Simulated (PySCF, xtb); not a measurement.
C₂H₁₁NSi₃, SMILES C[SiH2][Si@@H]1CN[SiH2]1. Other conformers were not sampled.

Harmonic wavenumbers (cm⁻¹) from xtb with GFN2-xTB at its own minimum, in rising order: 3, 59, 71, 109, 140, 151, 312, 364, 396, 417, 439, 491, 522, 544, 558, 602, 647, 659, 697, 738, 765, 805, 820, 832, 835, 874, 1087, 1139, 1170, 1334, 1371, 1490, 1492, 1506, 2051, 2118, 2159, 2177, 2188, 2866, 2908, 3024, 3028, 3031, 3455.

### Question
What does PBE-D3(BJ)/def2-SVP (PySCF) give at its own minimum? (An estimate is asked for; the answer gives what the named calculation found.)

### Answer
34, 51, 72, 126, 159, 180, 347, 366, 415, 422, 454, 469, 572, 604, 626, 637, 660, 679, 711, 736, 799, 806, 851, 857, 895, 968, 1051, 1128, 1133, 1211, 1291, 1384, 1385, 1432, 2095, 2113, 2133, 2137, 2145, 2910, 2948, 2977, 3079, 3082, 3497. Paired by order, the mean absolute difference is 38 cm⁻¹ and the zero-point energies are 75.0 and 75.2 kcal/mol.
